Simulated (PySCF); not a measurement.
**Fractional electron number in Zn⁺ (zinc, charge +1)**

The 4s alpha orbital of [Ar] 3d10 4s1 is emptied in steps (occupation f), with all orbitals relaxed, ending at [Ar] 3d10. Computed with PySCF 2.14 in aug-cc-pVTZ-DK (8s7p5d3f2g, 93 functions), with the spin-free X2C one-electron Hamiltonian (Gaussian nucleus). The exact energy is a straight line in f; departures are measured from the line between the end points of the same method.

```csv
f,BHandHLYP (eV),HSE06 (eV)
1,0.000,0.000
0.9,-0.193,-0.309
0.7,-0.452,-0.721
0.5,-0.541,-0.857
0.3,-0.458,-0.722
0.1,-0.198,-0.310
0,0.000,0.000
```

Problem. For HSE06, how does the orbital energy at f = 1 compare with the removal energy?

Solution. −ε = 14.962 eV against a total-energy difference of 18.409 eV. By Janak's theorem ε = ∂E/∂f, so the gap between them reflects the curvature. Along the path −ε is 15.658 (f = 0.9), 17.041 (f = 0.7), 18.406 (f = 0.5), 19.771 (f = 0.3), 21.167 (f = 0.1) eV.

```json
{"method": "BHandHLYP", "E(f=0) − E(f=1) (eV)": "18.155", "−ε at f=1 (eV)": "16.016", "−ε at f=0.5 (eV)": "18.139"}
{"method": "HSE06", "E(f=0) − E(f=1) (eV)": "18.409", "−ε at f=1 (eV)": "14.962", "−ε at f=0.5 (eV)": "18.406"}
```

Reference removal energy between the ground levels: 17.964 eV (measured; NIST Atomic Spectra Database, ionization energies).
